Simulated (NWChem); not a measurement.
Program: NWChem. System: GaO, charge 0, spin multiplicity 2, at a geometry optimised with UB3LYP/def2-SVP. The structure started from a generated list of species. Its SCF solution wasn't tested for a lower state. Level: ULDA (SVWN5)/def2-TZVP.

Part of the output:

```
             Northwest Computational Chemistry Package (NWChem) 7.3.0
             --------------------------------------------------------

                                NWChem Input Module
                                -------------------

 Scaling coordinates for geometry "geometry" by  1.889725989
 (inverse scale =  0.529177249)

 Turning off AUTOSYM since
 SYMMETRY directive was detected!

                             Geometry "geometry" -> ""
                             -------------------------

 Output coordinates in angstroms (scale by  1.889725989 to convert to a.u.)

  No.       Tag          Charge          X              Y              Z
 ---- ---------------- ---------- -------------- -------------- --------------
    1 Ga                  31.0000     0.00000000     0.00000000     0.35267100
    2 O                    8.0000     0.00000000     0.00000000    -1.36660000

 Effective nuclear repulsion energy (a.u.)      76.3323279180

            Nuclear Dipole moment (a.u.)
            ----------------------------
        X                 Y               Z
 ---------------- ---------------- ----------------
     0.0000000000     0.0000000000     0.0000018897

      Symmetry information
      --------------------

 Group name             C2v
 Group number             16
 Group order               4
 No. of unique centers     2

      Symmetry unique atoms

     1    2


 Summary of "ao basis" -> "" (spherical)
 ------------------------------------------------------------------------------
       Tag                 Description            Shells   Functions and Types
 ---------------- ------------------------------  ------  ---------------------
 *                         def2-tzvp                  on all atoms

                                 NWChem DFT Module
                                 -----------------

 Summary of "ao basis" -> "ao basis" (spherical)
 ------------------------------------------------------------------------------
       Tag                 Description            Shells   Functions and Types
 ---------------- ------------------------------  ------  ---------------------
 Ga                        def2-tzvp                16       48   6s5p4d1f
 O                         def2-tzvp                11       31   5s3p2d1f

 Summary of "ao basis" -> "ao basis" (spherical)
 ------------------------------------------------------------------------------
       Tag                 Description            Shells   Functions and Types
[...]
  ----- ------------  ---------------      ----- ------------  ---------------
    20      0.638672  1 Ga py                17      0.473296  1 Ga py
    55     -0.207649  2 O  py                61     -0.188448  2 O  py
    11     -0.182108  1 Ga py                58     -0.159831  2 O  py
    38      0.103474  1 Ga d -1               8      0.068743  1 Ga py
    23     -0.055990  1 Ga d -1              14     -0.032076  1 Ga py

 Vector   22  Occ=0.000000D+00  E=-7.167381D-02  Symmetry=b1
              MO Center= -4.8D-15, -1.3D-16,  3.8D-01, r^2= 3.6D+00
   Bfn.  Coefficient  Atom+Function         Bfn.  Coefficient  Atom+Function
  ----- ------------  ---------------      ----- ------------  ---------------
    19      0.638672  1 Ga px                16      0.473296  1 Ga px
    54     -0.207649  2 O  px                60     -0.188448  2 O  px
    10     -0.182108  1 Ga px                57     -0.159831  2 O  px
    40     -0.103474  1 Ga d  1               7      0.068743  1 Ga px
    25      0.055990  1 Ga d  1              13     -0.032076  1 Ga px

   alpha - beta orbital overlaps
   -----------------------------

   alpha      1      2      3      4      5      6      7      8      9     10
    beta      1      2      3      4      5      6      7      8      9     10
 overlap   1.000  1.000  1.000  1.000  1.000  1.000  1.000  1.000  1.000  1.000

   alpha     11     12     13     14     15     16     17     18     19     20
    beta     11     12     13     14     15     16     17     20     18     19
 overlap   0.995  1.000  1.000  1.000  1.000  0.995  0.996  0.997  1.000  1.000

   alpha     21     22     23     24     25     26     27     28     29     30
    beta     21     22     23     24     25     26     27     28     29     30
 overlap   0.999  0.999  0.997  0.999  1.000  1.000  0.997  0.928  0.928  0.928

   alpha     31     32     33     34     35     36     37     38     39     40
    beta     31     32     33     34     35     36     37     38     39     40
 overlap   0.928  0.999  0.999  1.000  1.000  1.000  0.994  0.994  0.999  0.999

   alpha     41     42     43     44     45     46     47     48     49     50
    beta     41     42     45     44     43     46     47     48     49     50
 overlap   0.994  0.994  0.999  1.000  1.000  0.999  0.999  1.000  1.000  1.000

   alpha     51     52     53     54     55     56     57     58     59     60
    beta     51     52     53     54     55     56     57     58     59     60
 overlap   1.000  1.000  1.000  1.000  1.000  1.000  1.000  1.000  1.000  1.000

   alpha     61     62     63     64     65     66     67     68     69     70
    beta     61     62     63     64     65     66     68     67     69     70
 overlap   1.000  1.000  1.000  0.998  0.998  1.000  1.000  1.000  1.000  1.000

   alpha     71     72     73     74     75     76     77     78     79
    beta     71     72     73     74     75     76     77     78     79
 overlap   1.000  1.000  1.000  1.000  1.000  1.000  1.000  1.000  1.000

     --------------------------
     Expectation value of S2:
     --------------------------
      <S2> =      0.7535 (Exact =     0.7500)

 center of mass
 --------------
 x =   0.00000000 y =   0.00000000 z =   0.05450729

 moments of inertia (a.u.)
 ------------------
         137.036490572031           0.000000000000           0.000000000000
           0.000000000000         137.036490572031           0.000000000000
           0.000000000000           0.000000000000           0.000000000000

     Multipole analysis of the density
     ---------------------------------

     L   x y z        total         alpha         beta         nuclear
     -   - - -        -----         -----         ----         -------
     0   0 0 0     -0.000000    -20.000000    -19.000000     39.000000

     1   1 0 0     -0.000000     -0.000000      0.000000      0.000000
     1   0 1 0     -0.000000     -0.000000      0.000000      0.000000
     1   0 0 1      1.440256      0.820725      0.619529      0.000002

     2   2 0 0    -14.882569     -7.990700     -6.891868      0.000000
     2   1 1 0     -0.000000     -0.000000      0.000000      0.000000
     2   1 0 1      0.000000      0.000000      0.000000      0.000000
     2   0 2 0    -14.882569     -7.990700     -6.891868      0.000000
     2   0 1 1      0.000000      0.000000     -0.000000      0.000000
     2   0 0 2    -17.898286    -46.347816    -38.673788     67.123319

 Task  times  cpu:        5.2s     wall:        5.2s

 Total times  cpu:        5.3s     wall:        5.3s
```

**Question.** Write an NWChem input that would produce this output.

**Answer.** This is not unique; one that fits is 
```
start mol
memory heap 200 mb stack 900 mb global 1100 mb
geometry units angstroms nocenter noautoz
  Ga     0.000000     0.000000     0.352671
  O      0.000000     0.000000    -1.366600
  symmetry group C2v
end
basis spherical
  * library def2-tzvp
end
dft
  xc slater vwn_5
  odft
  mult 2
  semidirect memsize 60000000 filesize 0
  iterations 100
end
task dft energy
```
